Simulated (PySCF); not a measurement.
## Deuteron quadrupole couplings in `Nc1ccccn1`

Compound: C₅H₆N₂.
Structure used (PBE0-D3(BJ)/def2-TZVP), in Å, numbered top down from 1:
```
atom  x, y, z in Å
N1     2.294   -0.020    0.248
C2     0.930   -0.075    0.116
C3     0.185    1.064   -0.219
C4    -1.186    0.953   -0.288
C5    -1.790   -0.271   -0.022
C6    -0.964   -1.332    0.299
N7     0.361   -1.253    0.365
H8     2.748   -0.919    0.265
H9     2.782    0.705   -0.246
H10    0.682    2.008   -0.413
H11   -1.786    1.819   -0.548
H12   -2.864   -0.397   -0.064
H13   -1.386   -2.311    0.511
```

Level: PBE0/pcSseg-2 (PySCF, non-relativistic); Q(2H) = 0.00286 b; rigid geometry, the same for H and D, with no vibrational averaging.

Task: Rank these positions by the coupling χzz of a deuteron there, largest first.
A. H9 (N–H hydrogen)
B. H13 (aromatic hydrogen)
C. H8 (N–H hydrogen)
D. H10 (aromatic hydrogen)

Result: A (270 kHz), C (264 kHz), D (200 kHz), B (193 kHz).

Task: What are Vzz, η and χzz (234.96 MHz × Q × Vzz) at all hydrogens?

Result: 
```tsv
atom	bonded to	bond length (Å)	Vzz (au)	η	χzz (kHz)
H8	N1	1.006	0.3922	0.17	264
H9	N1	1.005	0.4016	0.18	270
H10	C3	1.084	0.2971	0.09	200
H11	C4	1.084	0.2938	0.05	197
H12	C5	1.082	0.3005	0.08	202
H13	C6	1.087	0.2872	0.06	193
```

Task: Average by the element that carries the hydrogen.

Result: on N: 267 kHz over 2 positions, mean bond length 1.005 Å; on C: 198 kHz over 4 positions, mean bond length 1.084 Å.

Task: A static deuteron (I = 1) shows a doublet split by (3/2)χ, (3/4)χ(1 + η) and (3/4)χ(1 − η) with the field along z, y and x of the gradient. What are these for H12?

Result: With |χ| = 201.9 kHz and η = 0.079: 303, 163 and 139 kHz, to first order and without motion.

Isolated species at its PBE0-D3(BJ)/def2-TZVP geometry, gas phase.
